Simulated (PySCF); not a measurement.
Si(Cl)3(SiH3), SMILES Cl[Si]([SiH3])(Cl)Cl (CAM-B3LYP/def2-SVP optimised geometry):

```
8

Si    -0.487    -0.330     0.000
Si    -1.234    -1.403     1.928
Cl    -0.557    -0.427     3.608
Cl    -0.550    -3.344     1.984
Cl    -3.291    -1.439     1.984
H     -1.000     1.065     0.000
H     -1.000    -1.065    -1.185
H      1.000    -0.330     0.000
```

Level of theory: CAM-B3LYP/def2-TZVP run with PySCF.

Task: What are the frontier orbital energies and the dipole moment?

Result: HOMO-2 -10.95 eV, HOMO-1 -10.61 eV, HOMO -9.89 eV, LUMO 0.57 eV, LUMO+1 0.60 eV; dipole moment 1.64 D.

Meta-Löwdin charges at CAM-B3LYP/def2-TZVP: Si1 0.25, Si2 0.79, Cl3 -0.28, Cl4 -0.28, Cl5 -0.28, H6 -0.07, H7 -0.07, H8 -0.07.
